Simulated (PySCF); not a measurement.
A GIAO shielding run with PySCF 2.14.0 with density-fitted response routines (density fitting, non-relativistic, gas phase) on `InChI=1S/C5H3FOS/c6-5(7)4-2-1-3-8-4/h1-3H`:

```
$ OMP_NUM_THREADS=1 python probes_run.py task.json out

{"job": {"kind": "nmr", "xc": "KT3", "basis": "pcSseg-2", "pop": false}, "charge": 0, "multiplicity": 1}
O      2.709895     1.378809    -0.484658
C      2.073899     0.383581    -0.389178
F      2.660710    -0.822919    -0.528133
C      0.654926     0.249879    -0.122779
C     -0.091650    -0.896256     0.003537
C     -1.447005    -0.625120     0.263309
C     -1.699113     0.719807     0.328690
S     -0.306933     1.654706     0.075681
H      0.335943    -1.884718    -0.090011
H     -2.206390    -1.382979     0.397457
H     -2.646529     1.203826     0.513925
```

Hardware: 1 thread of an Arm Neoverse V1, shared host. The job also computes ring-centre shieldings.

Task: How large is the calculation?

Result: 66 electrons, 337 basis functions and 936 auxiliary functions.

Task: How long does it take, and how much memory does it need?

Result: 84 s of wall time, with 18 SCF cycles; peak memory 1.2 GiB. Times on a shared host scatter by some tens of per cent.

Task: And these other runs on the same molecule and hardware: GIAO shielding at B97-2/pcSseg-2; GIAO shielding at PBE0/pcSseg-2; GIAO shielding at wB97X-D/pcSseg-2?

Result: B97-2/pcSseg-2: 337 functions, 67 s; PBE0/pcSseg-2: 337 functions, 72 s; wB97X-D/pcSseg-2: 337 functions, 110 s.
